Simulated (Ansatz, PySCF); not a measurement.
This PySCF input computes a r2SCAN/def2-TZVPD energy:

```python
from pyscf import gto, scf, dft

mol = gto.M(
    atom='''
    Ge   -0.20797344   -0.32913602   -0.25492310
    Cl    1.91942568   -0.74187598   -0.07502206
    Cl   -0.45798099    1.62031725   -1.18533905
    Cl   -1.06996528   -0.25889111    1.74021634
    ''',
    basis='def2-tzvpd',
    charge=0,
    spin=1,
    verbose=4,
)

mf = dft.UKS(mol, xc='r2scan').density_fit(auxbasis='def2-universal-jkfit')
mf.grids.level = 4
mf.conv_tol = 1e-9
mf.max_cycle = 100
mf.max_memory = 1500
mf.kernel()
if not mf.converged:
    mf = mf.newton()
    mf.kernel(mf.make_rdm1())
for _ in range(2):
    mo, _, stable, _ = mf.stability(return_status=True)
    if stable:
        break
    mf.kernel(mf.make_rdm1(mo, mf.mo_occ))
mf.analyze()
```

Write an input for the same energy in Ansatz (an electronic-structure program) and say what it gives.


Ansatz 0.2 input:
```yaml
crystal:
  periodic: [false, false, false]
  atoms:
    - {symbol: Ge, position_ang: [-0.20797344, -0.32913602, -0.25492310]}
    - {symbol: Cl, position_ang: [1.91942568, -0.74187598, -0.07502206]}
    - {symbol: Cl, position_ang: [-0.45798099, 1.62031725, -1.18533905]}
    - {symbol: Cl, position_ang: [-1.06996528, -0.25889111, 1.74021634]}
basis:
  gaussian:
    orbitals: def2-TZVPD
hamiltonian:
  xc: {name: r2SCAN}
magnetization: {spin_polarized: true, initial_magnetization: 1}
output: {forces: true}
```
It gives -3457.65440 Eh, and PySCF -3457.65444 Eh, a difference of 0.04 mEh, from the treatment of integrals and grids.

It need not be the lowest isomer of its formula.
